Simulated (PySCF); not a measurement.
PySCF input for F2H2SSi, SMILES [SiH](F)(F)S, C-PCM-ωB97X/def2-SVP. Geometry optimised at PBE0-D3(BJ)/def2-SVP. The values are those of a single conformer.

```python
import numpy as np
from pyscf import gto, scf, dft
from pyscf.solvent import pcm

mol = gto.M(
    atom='''
    Si   -0.38747401    0.22703813    0.36371827
    F    -1.54949543   -0.78115325   -0.10401515
    F    -0.58062216    1.60442931   -0.44891391
    S     1.43566956   -0.71402816   -0.14326710
    H    -0.54738106    0.54388488    1.79698021
    H     2.17236240    0.29254712    0.37959894
    ''',
    basis='def2-SVP',
    charge=0,
    spin=0,
    max_memory=1600,
    verbose=3,
)
mf = dft.RKS(mol, xc='wb97x').density_fit(auxbasis='def2-universal-jkfit')
mf.grids.level = 3
mf.conv_tol = 1e-9
mf.max_cycle = 100
mf.kernel()
res = {}
for name, eps in {'water': 78.355, 'benzene': 2.2706, '2-propanol': 19.264}.items():
    s = mf.PCM()
    s.with_solvent.method, s.with_solvent.eps, s.with_solvent.lebedev_order = 'C-PCM', eps, 29
    s.kernel(mf.make_rdm1())
    res[name] = (s.e_tot, eps, s.dip_moment(), s.mo_energy, s.converged)
    print(f'{name}: electrostatic solvation free energy {(s.e_tot - mf.e_tot) * 627.509474:.3f} kcal/mol')
```

Output:

```
converged SCF energy = -888.2943052955

WARN: PCM is an experimental feature. It is still in testing.
Features and APIs may be changed in the future.

converged SCF energy = -888.300775259631
Dipole moment(X, Y, Z, Debye):  1.58131,  0.93295,  1.97791
water: electrostatic solvation free energy -4.060 kcal/mol

WARN: PCM is an experimental feature. It is still in testing.
Features and APIs may be changed in the future.

converged SCF energy = -888.29774197483
Dipole moment(X, Y, Z, Debye):  1.43982,  0.79380,  1.78358
benzene: electrostatic solvation free energy -2.157 kcal/mol

WARN: PCM is an experimental feature. It is still in testing.
Features and APIs may be changed in the future.

converged SCF energy = -888.300479814297
Dipole moment(X, Y, Z, Debye):  1.56726,  0.91881,  1.95847
2-propanol: electrostatic solvation free energy -3.875 kcal/mol
```

Self-consistency was reached.
